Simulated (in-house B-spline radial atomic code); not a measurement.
Computed with a B-spline radial atomic code. Model: two electrons, singlet ground state, non-relativistic, full CI in B-splines with partial waves to l = 8 (at full coupling up to 3e-4 hartree above the limit, correlation up to 0.6 % small), density held at that of full coupling by Lieb maximisation.

W(λ) is the mean repulsion in the state of coupling λ less the Hartree energy of the fixed density. Its start is exact exchange, its initial slope is twice the second-order Görling-Levy correlation energy, and its area from 0 to 1 is E_xc. A straight curve means weak, dynamic correlation, and a curve that drops fast and flattens means strong correlation.

Command:
```bash
python run_ac.py task.json out
```
Settings (lengths in bohr, energies in hartree):
```
potential              gauss
strength               2.69
lmax                   8
second                 10.9
```

Time taken, with all properties: 28 s on 1 thread of Intel(R) Xeon(R) Processor @ 2.30GHz, with other jobs on the host.

**W = mean repulsion less Hartree energy, and W of three functionals.**

Given: confinement Gaussian well; well depth 2.69 hartree; well width 10.9 bohr; external potential -V exp(-r^2/w^2).

Computed: PBE exchange minus exact 13.237 millihartree; SCAN exchange minus exact 0.50635 millihartree.

| coupling | W xc (hartree) | W xc minus exchange (millihartree) | kinetic minus Kohn-Sham (millihartree) | LDA (PW92) W minus its exchange (millihartree) | PBE W minus its exchange (millihartree) | SCAN W minus its exchange (millihartree) |
| --- | --- | --- | --- | --- | --- | --- |
| 0 | -0.31224 | 0 | 0 | 0 | 0 | 0 |
| 0.02 | -0.31424 | -2.005 | 0.02 | -9.24 | -3.29 | -1.87 |
| 0.05 | -0.31714 | -4.901 | 0.12 | -17.98 | -7.67 | -4.51 |
| 0.12 | -0.32341 | -11.171 | 0.65 | -32.34 | -16.33 | -10.19 |
| 0.25 | ? | ? | ? | ? | ? | ? |
| 0.4 | -0.34303 | -30.789 | 5.57 | -65.49 | -40.51 | -28.21 |
| 0.6 | ? | ? | ? | ? | ? | ? |
| 0.8 | -0.36117 | -48.933 | 16.17 | -91.59 | -62.07 | -45.98 |
| 1 | -0.36761 | -55.375 | 21.95 | -100.69 | -69.94 | -52.69 |
| 1.4 | -0.37735 | -65.108 | 33.51 | -114.64 | -82.27 | -63.27 |
| 2 | -0.38721 | -74.97 | 50.06 | -129.35 | -95.54 | -74.5 |
| 3 | -0.39737 | -85.134 | 75.03 | -145.43 | -110.3 | -86.35 |
| 4.5 | -0.40623 | -93.987 | 107.61 | -160.42 | -124.25 | -96.39 |
| 7 | -0.41442 | -102.18 | 153.66 | -175.24 | -138.18 | -104.82 |

Question: What belongs in the row 0.25?

Answer: W xc (hartree): -0.33348; W xc minus exchange (millihartree): -21.237; kinetic minus Kohn-Sham (millihartree): 2.49; LDA (PW92) W minus its exchange (millihartree): -50.55; PBE W minus its exchange (millihartree): -29.05; SCAN W minus its exchange (millihartree): -19.34.

Question: What belongs in the row 0.6?

Answer: W xc (hartree): -0.35318; W xc minus exchange (millihartree): -40.938; kinetic minus Kohn-Sham (millihartree): 10.6; LDA (PW92) W minus its exchange (millihartree): -80.27; PBE W minus its exchange (millihartree): -52.52; SCAN W minus its exchange (millihartree): -37.97.

Question: What is the LDA exchange minus exact?

Answer: 44.812 millihartree.

**Energy parts, natural occupations and partial-wave weights.**

Computed: total energy -4.4570 hartree; exchange energy -0.31224 hartree; correlation energy -0.033429 hartree; kinetic part of the DFT correlation energy 0.021946 hartree; kinetic part over minus potential part 0.39632; Hartree energy 0.62448 hartree; Lieb Oxford ratio E_xc over LDA exchange 1.2926.

| natural | occupation of the shell (electrons) |
| --- | --- |
| s | 1.8935 |
| p | 0.099083 |
| s | ? |
| d | 0.0013074 |
| p | 0.00033469 |
| f | 0.00014118 |

Question: What belongs in the row s?

Answer: occupation of the shell (electrons): 0.0054102.

| wave | weight |
| --- | --- |
| s | 0.9495 |
| p | ? |
| d | 0.00068084 |
| f | 7.7628e-05 |
| g | 1.6565e-05 |

Question: What belongs in the row p?

Answer: weight: 0.049717.

Question: What is the Kohn-Sham kinetic?

Answer: 0.23416 hartree.

Question: What is the initial slope twice GL2?

Answer: -0.10176 hartree.

Half-way to full coupling W has made 65 % of its drop, against 50 % for a straight line, and second-order (GL2) theory, half the initial slope, overshoots the correlation energy by about 52 %: a marked bend. Over couplings 0 to 1 the errors in E_xc come to about +11 millihartree for LDA, +3.4 millihartree for PBE, +2.8 millihartree for SCAN, so SCAN is nearest. In LDA and PBE the errors of exchange and correlation have opposite signs, so the sum is smaller than the larger of the two.
